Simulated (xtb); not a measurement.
iminoborane (H$_{2}$BN), singlet, at a GFN2-xTB geometry, atoms displaced at random by about 0.02 Å a coordinate; GFN2-xTB (xtb).

Here is a job for xtb.
```
$ xtb mol.xyz --gfn 2 --opt sloppy --json

# file mol.xyz
4

B      0.67960300     0.03128666    -0.01547598
N     -0.51868637    -0.02473353     0.01341750
H      1.84175276     0.06102744     0.05706700
H     -1.57169142    -0.02473910    -0.02935826
```

It wrote (shortened):

```
   ID    Z sym.   atoms
    1    5 B      1
    2    7 N      2
    3    1 H      3, 4

           -------------------------------------------------
          |                Calculation Setup                |
           -------------------------------------------------

           -------------------------------------------------
          |                 G F N 2 - x T B                 |
           -------------------------------------------------

          ...................................................
          :                      SETUP                      :
          :.................................................:
          :  # basis functions                  10          :
          :  # atomic orbitals                  10          :
          :  # shells                            6          :
          :  # electrons                        10          :
          :  max. iterations                   250          :
          :  Hamiltonian                  GFN2-xTB          :
          :  restarted?                      false          :
          :  GBSA solvation                  false          :
          :  PC potential                    false          :
          :  electronic temp.          300.0000000     K    :
          :  accuracy                    1.0000000          :
          :  -> integral cutoff          0.2500000E+02      :
          :  -> integral neglect         0.1000000E-07      :
          :  -> SCF convergence          0.1000000E-05 Eh   :
          :  -> wf. convergence          0.1000000E-03 e    :
          :  Broyden damping             0.4000000          :
          :  net charge                          0          :
          :  unpaired electrons                  0          :
          ...................................................

 iter      E             dE          RMSdq      gap      omega  full diag
   1     -5.2502511 -0.525025E+01  0.142E+01    7.84       0.0  T
   2     -5.2742643 -0.240132E-01  0.869E+00    7.76       1.0  T
   3     -5.2706535  0.361088E-02  0.198E+00    7.55       1.0  T
   4     -5.2605500  0.101034E-01  0.225E+00    8.25       1.0  T
   5     -5.2776855 -0.171355E-01  0.106E+00    7.96       1.0  T
   6     -5.2819467 -0.426116E-02  0.422E-01    7.69       1.0  T
   7     -5.2828802 -0.933545E-03  0.724E-02    7.78       1.0  T
   8     -5.2828970 -0.167440E-04  0.233E-02    7.77       2.1  T
   9     -5.2828985 -0.158782E-05  0.552E-03    7.77       9.1  T
  10     -5.2828986 -0.387173E-07  0.329E-03    7.77      15.2  T
  11     -5.2828986 -0.518728E-07  0.589E-04    7.77      84.9  T
  12     -5.2828986 -0.175103E-08  0.542E-05    7.77     921.7  T

   *** convergence criteria satisfied after 12 iterations ***

         :::::::::::::::::::::::::::::::::::::::::::::::::::::
         ::                     SUMMARY                     ::
         :::::::::::::::::::::::::::::::::::::::::::::::::::::
         :: total energy              -5.165432044056 Eh    ::
         :: gradient norm              0.173303386414 Eh/a0 ::
         :: HOMO-LUMO gap              7.769826778741 eV    ::
         ::.................................................::
         :: SCC energy                -5.282898657971 Eh    ::
         :: -> isotropic ES            0.028075773675 Eh    ::
         :: -> anisotropic ES          0.003030479420 Eh    ::
         :: -> anisotropic XC          0.010275356820 Eh    ::
         :: -> dispersion             -0.000828995387 Eh    ::
         :: repulsion energy           0.117466613915 Eh    ::
         :: add. restraining           0.000000000000 Eh    ::
         :: total charge               0.000000000000 e     ::
         :::::::::::::::::::::::::::::::::::::::::::::::::::::

      -----------------------------------------------------------
     |                   =====================                   |
     |                        A N C O P T                        |
[...]
 * total energy  :    -5.1654320 Eh     change       -0.1434142E-10 Eh
 * total energy  :    -5.1716187 Eh     change       -0.6186681E-02 Eh
 * total energy  :    -5.1719615 Eh     change       -0.3427589E-03 Eh
 * total energy  :    -5.1719871 Eh     change       -0.2558648E-04 Eh
   *** GEOMETRY OPTIMIZATION CONVERGED AFTER 4 ITERATIONS ***
         :: total energy              -5.171987070690 Eh    ::
[...]
         :: gradient norm              0.002959324527 Eh/a0 ::
         :: HOMO-LUMO gap              7.205606226927 eV    ::
         ::.................................................::
         :: SCC energy                -5.278129535835 Eh    ::
         :: -> isotropic ES            0.028707578933 Eh    ::
         :: -> anisotropic ES          0.002688639658 Eh    ::
         :: -> anisotropic XC          0.009943826057 Eh    ::
         :: -> dispersion             -0.000823862820 Eh    ::
         :: repulsion energy           0.106142465145 Eh    ::
         :: add. restraining           0.000000000000 Eh    ::
         :: total charge              -0.000000000000 e     ::
         :::::::::::::::::::::::::::::::::::::::::::::::::::::

           -------------------------------------------------
          |                Property Printout                |
           -------------------------------------------------

    * Orbital Energies and Occupations

         #    Occupation            Energy/Eh            Energy/eV
      -------------------------------------------------------------
         1        2.0000           -0.5719963             -15.5648
         2        2.0000           -0.4916976             -13.3798
         3        2.0000           -0.4516215             -12.2892
         4        2.0000           -0.4093751             -11.1397
         5        2.0000           -0.4093579             -11.1392 (HOMO)
         6                         -0.1445567              -3.9336 (LUMO)
         7                         -0.1439002              -3.9157
         8                          0.0744066               2.0247
         9                          0.3426700               9.3245
        10                          1.1859700              32.2719
      -------------------------------------------------------------
                  HL-Gap            0.2648012 Eh            7.2056 eV
             Fermi-level           -0.2769573 Eh           -7.5364 eV

     #   Z          covCN         q      C6AA      α(0)
     1   5 B        1.788     0.239    36.934    12.804
     2   7 N        1.702    -0.347    29.730     8.061
     3   1 H        0.947    -0.063     4.406     3.281
     4   1 H        0.861     0.171     1.269     1.765

 Mol. C6AA /au·bohr⁶  :        213.975184
 Mol. C8AA /au·bohr⁸  :       5551.203451
 Mol. α(0) /au        :         25.911209

Wiberg/Mayer (AO) data.
largest (>0.10) Wiberg bond orders for each atom

 ---------------------------------------------------------------------------
     #   Z sym  total        # sym  WBO       # sym  WBO       # sym  WBO
 ---------------------------------------------------------------------------
     1   5 B    3.478 --     2 N    2.484     3 H    0.985
     2   7 N    3.444 --     1 B    2.484     4 H    0.955
     3   1 H    0.996 --     1 B    0.985
     4   1 H    0.971 --     2 N    0.955
 ---------------------------------------------------------------------------

Topologies differ in total number of bonds
Writing topology from bond orders to xtbtopo.mol

molecular dipole:
                 x           y           z       tot (Debye)
 q only:       -0.040       0.018      -0.025
   full:        0.015       0.036      -0.043       0.148
molecular quadrupole (traceless):
                xx          xy          yy          xz          yz          zz
 q only:        0.724       0.025      -0.361       0.031       0.001      -0.363
  q+dip:        4.120       0.194      -2.058       0.135       0.001      -2.062
   full:        1.738       0.063      -0.869       0.077       0.000      -0.870

optimized geometry written to: xtbopt.xyz

           -------------------------------------------------
          | TOTAL ENERGY               -5.171987070690 Eh   |
          | GRADIENT NORM               0.002959324527 Eh/α |
          | HOMO-LUMO GAP               7.205606226927 eV   |
           -------------------------------------------------
```
